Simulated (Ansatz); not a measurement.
Cost and result for the atomization energy of CH7AlGeSi (11 atoms, 12 bonds).

```xyz
11

Ge   -0.080   -1.521    0.013
C    -0.816    0.209    0.362
Al    0.143    0.749   -1.333
Si    0.512    1.456    0.853
H     0.953   -2.176    0.947
H    -1.028   -2.549   -0.613
H     0.909   -1.030   -1.213
H    -1.832    0.215    0.746
H    -0.180    0.825   -2.875
H     1.522    1.066    1.879
H    -0.103    2.755    1.234
```

Total charge 0; spin multiplicity 1. Correlated methods include outer-core shells of Ge, which these sets cover unevenly. Scalar relativity is left out up to krypton. The bonds changed during the relaxation, so this is another structure than the one it started from. Geometry: relaxed with PBE0-D4/def2-TZVP. Program: Ansatz. All runs use 4 threads of an Arm Neoverse V1 on a shared host. Times are those of one run each, without the atoms' runs, and a repeat can differ threefold. Electronic energies, without spin–orbit coupling; frozen cores. CCSD(T)/CBS adds CCSD(T) − MP2 in def2-TZVPP to the MP2 limit, and its time is that of the two runs behind it. T1 = 0.013. With those shells the extrapolation isn't a true limit. B3LYP takes the VWN-RPA correlation (the form of Gaussian; ORCA's B3LYP/G).

CCSD(T)/CBS is a level of theory with its own doubt, some kJ/mol a heavy atom from the limit and from the frozen cores, so smaller differences don't rank the functionals.

```json
{"level": "PBE-D4/def2-TZVPP (with forces)", "functions": "261", "wall time": "3.3 s"}
{"level": "PBE0-D4/def2-TZVPP", "functions": "261", "wall time": "4.4 s"}
{"level": "r2SCAN-D4/def2-TZVPP (with forces)", "functions": "261", "wall time": "7 s"}
{"level": "B3LYP-D4/def2-TZVPP (with forces)", "functions": "261", "wall time": "7 s"}
{"level": "B2PLYP/def2-TZVPP", "functions": "261", "wall time": "7.5 s"}
{"level": "ωB97X-V/def2-TZVPP", "functions": "261", "wall time": "11 s"}
{"level": "ωB97M-V/def2-TZVPP (with forces)", "functions": "261", "wall time": "16 s"}
{"level": "MP2/def2-QZVPP", "functions": "496", "wall time": "30 s"}
{"level": "CCSD(T)/def2-TZVPP", "functions": "261", "wall time": "2.9 min"}
{"level": "CCSD(T)/CBS(def2)", "functions": "–", "wall time": "3.4 min"}
```

Task: What atomization energy does each give, and how far from CCSD(T)/CBS? (Best estimate.)

Result: The calculation gave: 
```
                             level  atomization (kcal/mol)  difference from CCSD(T)/CBS  per bond
   PBE-D4/def2-TZVPP (with forces)                   761.2                         -4.1      -0.3
                PBE0-D4/def2-TZVPP                   757.9                         -7.4      -0.6
r2SCAN-D4/def2-TZVPP (with forces)                   767.3                          2.0       0.2
 B3LYP-D4/def2-TZVPP (with forces)                   754.7                        -10.6      -0.9
                 B2PLYP/def2-TZVPP                   746.9                        -18.4      -1.5
                ωB97X-V/def2-TZVPP                   768.0                          2.7       0.2
  ωB97M-V/def2-TZVPP (with forces)                   760.2                         -5.1      -0.4
                    MP2/def2-QZVPP                   756.3                         -9.0      -0.7
                CCSD(T)/def2-TZVPP                   747.4                        -17.9      -1.5
                 CCSD(T)/CBS(def2)                   765.3                          0.0       0.0
```

The D4 term adds +10.9 kcal/mol with B3LYP and +5.7 kcal/mol with PBE0; it sums over pairs of atoms, weighted by their polarisabilities, and B3LYP, whose exchange is more repulsive, gets the larger term. From PBE to PBE0 (25 % exact exchange), in def2-TZVPP and without D4, the atomization energy moves by −2.3 kcal/mol: exact exchange takes away binding that semilocal exchange gives to molecules. In def2-TZVPP, CCSD(T) changes the Hartree–Fock value by +192.3 kcal/mol (the triples alone add +11.1 kcal/mol) and MP2 by +190.7 kcal/mol; breaking electron pairs costs correlation energy, which Hartree–Fock lacks.
